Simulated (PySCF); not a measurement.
A GIAO shielding run with PySCF 2.14.0 with density-fitted response routines (density fitting, non-relativistic, gas phase) on `C(=C\C)(/C)CC[SiH2]NC`, C₇H₁₇NSi:

```
$ OMP_NUM_THREADS=1 python probes_run.py task.json out

{"job": {"kind": "nmr", "xc": "PBE0", "basis": "pcSseg-1"}, "charge": 0, "multiplicity": 1}
C     -2.742622     1.589545    -1.337760
C     -2.908378     0.314729    -0.574536
C     -2.000633    -0.309410     0.166538
C     -2.320728    -1.600132     0.863853
C     -0.584688     0.168837     0.351889
C      0.337426    -0.398756    -0.732079
Si     2.111645     0.267966    -0.657456
N      2.811623    -0.329441     0.793074
C      4.175602    -0.055090     1.174151
H     -3.400467     2.357285    -0.927697
H     -1.721103     1.955347    -1.313081
H     -3.028980     1.436728    -2.378519
H     -3.898220    -0.119500    -0.654982
H     -3.323629    -1.943054     0.622248
H     -2.247854    -1.473104     1.944406
H     -1.608822    -2.371874     0.572745
H     -0.227505    -0.151939     1.333167
H     -0.544323     1.258694     0.328789
H      0.339876    -1.486900    -0.664402
H     -0.081622    -0.153723    -1.708037
H      2.066611     1.739732    -0.777058
H      2.932570    -0.264572    -1.750104
H      2.219365    -0.443941     1.601936
H      4.789912    -0.038143     0.277271
H      4.547545    -0.837491     1.838813
H      4.286352     0.910821     1.679795
```

Hardware: 1 thread of an Arm Neoverse N1, shared host. The job also computes population analyses, field gradients.

Problem. How large is the calculation?

Solution. 80 electrons, 245 basis functions and 1284 auxiliary functions.

Problem. How long does it take, and how much memory does it need?

Solution. 110 s of wall time, with 14 SCF cycles and 4 response iterations; peak memory 1.1 GiB. Times on a shared host scatter by some tens of per cent.
